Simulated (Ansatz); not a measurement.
A calculation with Ansatz (development build ahead of 0.2.0).

```yaml
crystal:
  periodic: [false, false, false]
  atoms:
    - { symbol: Fe, position_ang: [0.0, 0.0, 0.0] }
basis:
  gaussian: { orbitals: def2-SVP }
total_charge: 3
magnetization:
  spin_polarized: true
  initial_magnetization: 5
hamiltonian:
  xc: hf
scf:
  omitted_lower_state_checks: [starts, atomic_configurations, cluster_reference, orbital_swaps, given_window_search, neighbouring_geometries, increment]
output:
  forces: true
```

The input is written out in the form of the current development build from the run's settings.

Output:

```json
{
  "Converged": "yes",
  "Total energy": "-1260.41881 hartree",
  "Spin squared of the determinant": "8.750",
  "Stability test": "minimum"
}
```

Forces (eV/Å):
| atom | Fx | Fy | Fz |
| --- | --- | --- | --- |
| Fe1 | 0.000 | 0.000 | 0.000 |
